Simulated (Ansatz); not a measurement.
Harmonic frequencies (cm⁻¹) at PBE0-D4/def2-TZVP from Ansatz: 62, 190, 238, 416, 551, 608, 704, 754, 844, 904, 1004, 1151, 1233, 1269, 1382, 1452, 1856, 2718, 3102, 3176, 3789.

Each molecule was computed in one conformer, which needn't be the lowest.

Question: Which molecule is it?
A. `O=COCS`
B. `O=C(O)CS`
C. `[BH2][SnH2][BH]F`
D. `O=C(S)CO`

Answer: B.
